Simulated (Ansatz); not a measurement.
Ansatz (a first-principles code) input file for H3SbTe, SMILES [SbH2][TeH], PBE0-D3(BJ)/def2-TZVP. 

Ansatz 0.2 input:
```yaml
crystal:
  periodic: [false, false, false]
  atoms:
    - {symbol: Sb, position_ang: [-0.55980856, -0.77462841, 0.95914912]}
    - {symbol: H, position_ang: [-0.24099112, -2.16661500, 0.04081087]}
    - {symbol: H, position_ang: [-2.07187547, -0.72385609, 0.18275645]}
    - {symbol: Te, position_ang: [0.57020547, 0.78111002, -0.94861768]}
    - {symbol: H, position_ang: [1.21241833, 1.77879871, 0.18794677]}
basis:
  gaussian:
    orbitals: def2-TZVP
hamiltonian:
  xc: pbe0
  dispersion: d3bj
relax: {f_tol: 0.002, max_steps: 200}
```

It prints:

```
WARN ansatz: RAYON_NUM_THREADS=1 ignored (pool sized by the plan → 1); use --threads N
Functional definition: PBE0
integrals: 0.04 GiB planned
1011 factors; their error is unknown
mean field: 0.40 GiB planned
mean field evaluation 1: about -13879.9717 eV, gradient 9.5e0 eV
mean field evaluation 2: about -13880.0941 eV, gradient 8.3e0 eV
mean field evaluation 4: about -13880.2536 eV, gradient 8.6e-1 eV
mean field evaluation 8: about -13880.5766 eV, gradient 1.5e-1 eV
mean field evaluation 16: about -13880.5767 eV, gradient 2.4e-5 eV
mean field -13880.57665430 eV, -510.1017834526 hartree, gradient 2.4e-5 eV, S^2 0.000000; 0 other end points of the search recorded, 0 dependent functions left out
the calculation of the forces begins
reference -13880.57668329 eV, -510.1017845181 hartree; 25, 25 occupied and 93, 93 virtual orbitals, 1011 factors
relax step   1: F+E_penalty+E_count = -13880.68925047 eV  Δ(F+E_penalty+E_count) = +0.000e0 eV  max|allowed force component| = 4.788e-1 eV/Å  Δτ_max = 0.0000 Å  (26 SCF iters, accepted)
these checks for a lower state are left out or cut short: starts, cluster_reference, orbital_swaps, neighbouring_geometries, increment
integrals: 0.04 GiB planned
1011 factors; their error is unknown
mean field: 0.40 GiB planned
mean field -13880.44184442 eV, -510.0968292809 hartree, gradient 1.5e-5 eV, S^2 0.000000; 0 other end points of the search recorded, 0 dependent functions left out
the calculation of the forces begins
reference -13880.44187435 eV, -510.0968303808 hartree; 25, 25 occupied and 93, 93 virtual orbitals, 1011 factors
relax step   2: F+E_penalty+E_count = -13880.54901407 eV  Δ(F+E_penalty+E_count) = +1.402e-1 eV  max|allowed force component| = 6.683e-1 eV/Å  Δτ_max = 0.1933 Å  (36 SCF iters, rejected (line search))
these checks for a lower state are left out or cut short: starts, cluster_reference, orbital_swaps, neighbouring_geometries, increment
integrals: 0.04 GiB planned
1011 factors; their error is unknown
mean field: 0.40 GiB planned
mean field -13880.60505538 eV, -510.1028271733 hartree, gradient 1.2e-5 eV, S^2 0.000000; 0 other end points of the search recorded, 0 dependent functions left out
the calculation of the forces begins
reference -13880.60508457 eV, -510.1028282458 hartree; 25, 25 occupied and 93, 93 virtual orbitals, 1011 factors
relax step   3: F+E_penalty+E_count = -13880.71676070 eV  Δ(F+E_penalty+E_count) = -2.751e-2 eV  max|allowed force component| = 1.992e-1 eV/Å  Δτ_max = 0.0723 Å  (30 SCF iters, accepted)
these checks for a lower state are left out or cut short: starts, cluster_reference, orbital_swaps, neighbouring_geometries, increment
integrals: 0.04 GiB planned
1011 factors; their error is unknown
mean field: 0.40 GiB planned
mean field evaluation 32: about -13880.2706 eV, gradient 2.2e0 eV
mean field -13880.60480637 eV, -510.1028180224 hartree, gradient 1.1e-5 eV, S^2 0.000000; 0 other end points of the search recorded, 0 dependent functions left out
the calculation of the forces begins
reference -13880.60483575 eV, -510.1028191019 hartree; 25, 25 occupied and 93, 93 virtual orbitals, 1011 factors
relax step   4: F+E_penalty+E_count = -13880.71553079 eV  Δ(F+E_penalty+E_count) = +1.230e-3 eV  max|allowed force component| = 1.307e-1 eV/Å  Δτ_max = 0.0999 Å  (29 SCF iters, rejected (line search))
these checks for a lower state are left out or cut short: starts, cluster_reference, orbital_swaps, neighbouring_geometries, increment
integrals: 0.04 GiB planned
1011 factors; their error is unknown
mean field: 0.40 GiB planned
mean field -13880.61071728 eV, -510.1030352444 hartree, gradient 1.0e-5 eV, S^2 0.000000; 0 other end points of the search recorded, 0 dependent functions left out
the calculation of the forces begins
reference -13880.61074657 eV, -510.1030363207 hartree; 25, 25 occupied and 93, 93 virtual orbitals, 1011 factors
relax step   5: F+E_penalty+E_count = -13880.72204510 eV  Δ(F+E_penalty+E_count) = -5.284e-3 eV  max|allowed force component| = 6.255e-3 eV/Å  Δτ_max = 0.0439 Å  (30 SCF iters, accepted)
these checks for a lower state are left out or cut short: starts, cluster_reference, orbital_swaps, neighbouring_geometries, increment
integrals: 0.04 GiB planned
1011 factors; their error is unknown
mean field: 0.40 GiB planned
mean field -13880.61103351 eV, -510.1030468653 hartree, gradient 1.1e-5 eV, S^2 0.000000; 0 other end points of the search recorded, 0 dependent functions left out
the calculation of the forces begins
reference -13880.61106283 eV, -510.1030479431 hartree; 25, 25 occupied and 93, 93 virtual orbitals, 1011 factors
relax step   6: F+E_penalty+E_count = -13880.72235792 eV  Δ(F+E_penalty+E_count) = -3.128e-4 eV  max|allowed force component| = 2.875e-3 eV/Å  Δτ_max = 0.0276 Å  (30 SCF iters, accepted)
these checks for a lower state are left out or cut short: starts, cluster_reference, orbital_swaps, neighbouring_geometries, increment
integrals: 0.04 GiB planned
1011 factors; their error is unknown
mean field: 0.40 GiB planned
mean field -13880.61066446 eV, -510.1030333030 hartree, gradient 1.1e-5 eV, S^2 0.000000; 0 other end points of the search recorded, 0 dependent functions left out
the calculation of the forces begins
reference -13880.61069385 eV, -510.1030343830 hartree; 25, 25 occupied and 93, 93 virtual orbitals, 1011 factors
relax step   7: F+E_penalty+E_count = -13880.72197024 eV  Δ(F+E_penalty+E_count) = +3.877e-4 eV  max|allowed force component| = 7.686e-2 eV/Å  Δτ_max = 0.0265 Å  (30 SCF iters, rejected (line search))
these checks for a lower state are left out or cut short: starts, cluster_reference, orbital_swaps, neighbouring_geometries, increment
integrals: 0.04 GiB planned
1011 factors; their error is unknown
mean field: 0.40 GiB planned
mean field evaluation 64: about -13880.6111 eV, gradient 4.7e-3 eV
mean field -13880.61110958 eV, -510.1030496611 hartree, gradient 1.0e-5 eV, S^2 0.000000; 0 other end points of the search recorded, 0 dependent functions left out
the calculation of the forces begins
reference -13880.61113893 eV, -510.1030507397 hartree; 25, 25 occupied and 93, 93 virtual orbitals, 1011 factors
relax step   8: F+E_penalty+E_count = -13880.72243288 eV  Δ(F+E_penalty+E_count) = -7.495e-5 eV  max|allowed force component| = 1.363e-3 eV/Å  Δτ_max = 0.0132 Å  (30 SCF iters, accepted)
these checks for a lower state are left out or cut short: starts, cluster_reference, orbital_swaps, neighbouring_geometries, increment
integrals: 0.04 GiB planned
1011 factors; their error is unknown
mean field: 0.40 GiB planned
mean field -13880.61114265 eV, -510.1030508763 hartree, gradient 1.0e-5 eV, S^2 0.000000; 0 other end points of the search recorded, 0 dependent functions left out
the calculation of the forces begins
reference -13880.61117203 eV, -510.1030519558 hartree; 25, 25 occupied and 93, 93 virtual orbitals, 1011 factors
relax step   9: F+E_penalty+E_count = -13880.72246013 eV  Δ(F+E_penalty+E_count) = -2.725e-5 eV  max|allowed force component| = 3.747e-3 eV/Å  Δτ_max = 0.0147 Å  (30 SCF iters, accepted)
these checks for a lower state are left out or cut short: starts, cluster_reference, orbital_swaps, neighbouring_geometries, increment
integrals: 0.04 GiB planned
1011 factors; their error is unknown
mean field: 0.40 GiB planned
mean field -13880.61112103 eV, -510.1030500819 hartree, gradient 1.0e-5 eV, S^2 0.000000; 0 other end points of the search recorded, 0 dependent functions left out
the calculation of the forces begins
reference -13880.61115041 eV, -510.1030511613 hartree; 25, 25 occupied and 93, 93 virtual orbitals, 1011 factors
relax step  10: F+E_penalty+E_count = -13880.72245802 eV  Δ(F+E_penalty+E_count) = +2.105e-6 eV  max|allowed force component| = 4.208e-3 eV/Å  Δτ_max = 0.0011 Å  (31 SCF iters, rejected (line search))
these checks for a lower state are left out or cut short: starts, cluster_reference, orbital_swaps, neighbouring_geometries, increment
integrals: 0.04 GiB planned
1011 factors; their error is unknown
mean field: 0.40 GiB planned
mean field -13880.61113743 eV, -510.1030506844 hartree, gradient 1.0e-5 eV, S^2 0.000000; 0 other end points of the search recorded, 0 dependent functions left out
the calculation of the forces begins
reference -13880.61116680 eV, -510.1030517639 hartree; 25, 25 occupied and 93, 93 virtual orbitals, 1011 factors
relax step  11: F+E_penalty+E_count = -13880.72246112 eV  Δ(F+E_penalty+E_count) = -9.960e-7 eV  max|allowed force component| = 1.220e-4 eV/Å  Δτ_max = 0.0004 Å  (31 SCF iters, accepted)
integrals: 0.04 GiB planned
1011 factors; their error is unknown
mean field: 0.40 GiB planned
mean field evaluation 96: about -13880.1636 eV, gradient 7.2e0 eV
mean field -13880.61113743 eV, -510.1030506844 hartree, gradient 1.0e-5 eV, S^2 0.000000; 1 other end points of the search recorded, 0 dependent functions left out
the calculation of the forces begins
reference -13880.61116680 eV, -510.1030517639 hartree; 25, 25 occupied and 93, 93 virtual orbitals, 1011 factors
Total energy: -13880.72249050 eV, -510.1071428341 hartree
Atom 0 at    -0.591127    -0.769749     0.924536 Å, force    -0.000036     0.000064    -0.000104 eV/Å
Atom 1 at    -0.197016    -2.209676     0.091237 Å, force     0.000057    -0.000008    -0.000028 eV/Å
Atom 2 at    -2.133362    -0.747008     0.186916 Å, force    -0.000003     0.000019     0.000045 eV/Å
Atom 3 at     0.548657     0.864659    -0.984698 Å, force    -0.000022    -0.000089     0.000122 eV/Å
Atom 4 at     1.282798     1.756583     0.204054 Å, force     0.000004     0.000014    -0.000035 eV/Å
Dipole moment:    -0.053791    -0.083152     0.181166 e Å
```

The calculation finished and met its thresholds.
